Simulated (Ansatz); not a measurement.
System: sum formula ZrH$_{4}$S (charge 0, singlet). SMILES: [ZrH3][SH]
Geometry: optimised at B3LYP-D3(BJ)/def2-TZVP (Ansatz, a quantum-chemistry and plane-wave program).

Property: atomisation energy (electronic, to ground-state atoms), in kcal/mol. Correlated levels leave the core frozen unless marked. Open shells are spin-unrestricted. Spin-orbit coupling is left out. The frozen core is the preceding noble-gas configuration, with the filled d and f shells of earlier blocks. In def2 rows, elements after Kr have scalar-relativistic effective core potentials. The coupled-cluster limit lacks core correlation, which all-electron functionals hold. Basis-set limits of correlation are two-point, X^-3; Hartree-Fock from the larger set. The bracket is a focal-point correction in the basis named.

```
level                                                                 program  atomisation energy (kcal/mol)  minus last row
-------------------------------------------------------------  --------------  -----------------------------  --------------
HF/def2-TZVPP                                                          Ansatz                          283.0          -110.9
HF/def2-QZVPP                                                          Ansatz                          285.1          -108.8
r2SCAN-D4/def2-TZVPD                                           Ansatz + dftd4                          397.1             3.2
B97M-V/def2-TZVPD                                                      Ansatz                          405.1            11.2
PBE0/def2-SVP                                                          Ansatz                          387.7            -6.2
PBE0-D3(BJ)/def2-TZVP                                          Ansatz + dftd3                          390.0            -3.9
PBE0-D4/def2-TZVP                                              Ansatz + dftd4                          390.0            -3.9
PBE0/def2-TZVPD                                                        Ansatz                          388.0            -5.9
r2SCANh-D4/def2-TZVPD                                          Ansatz + dftd4                          393.6            -0.3
LC-wPBE-D3(BJ)/def2-TZVPD                                      Ansatz + dftd3                          390.1            -3.8
B2PLYP-D4/def2-TZVPD                                           Ansatz + dftd4                          385.7            -8.2
PBE-QIDH/def2-TZVPD                                                    Ansatz                          380.7           -13.2
RPA@PBE/def2-QZVPP                                                     Ansatz                          380.4           -13.5
MP2/def2-TZVPPD                                                        Ansatz                          377.1           -16.8
RI-MP2/CBS(def2-TZVPPD,def2-QZVPPD)                                    Ansatz                          387.7            -6.2
SCS-MP2/def2-SVP                                                       Ansatz                          362.5           -31.4
CCSD/def2-SVP                                                          Ansatz                          361.6           -32.3
CCSD/def2-SVPD                                                         Ansatz                          365.0           -28.9
CCSD(T)/def2-TZVPPD                                                    Ansatz                          383.4           -10.5
RI-MP2/CBS(def2-TZVPP,def2-QZVPP)+[CCSD(T)-MP2]/def2-TZVPP             Ansatz                          394.0             0.1
RI-MP2/CBS(def2-TZVPPD,def2-QZVPPD)+[CCSD(T)-MP2]/def2-TZVPPD          Ansatz                          393.9             0.0
```
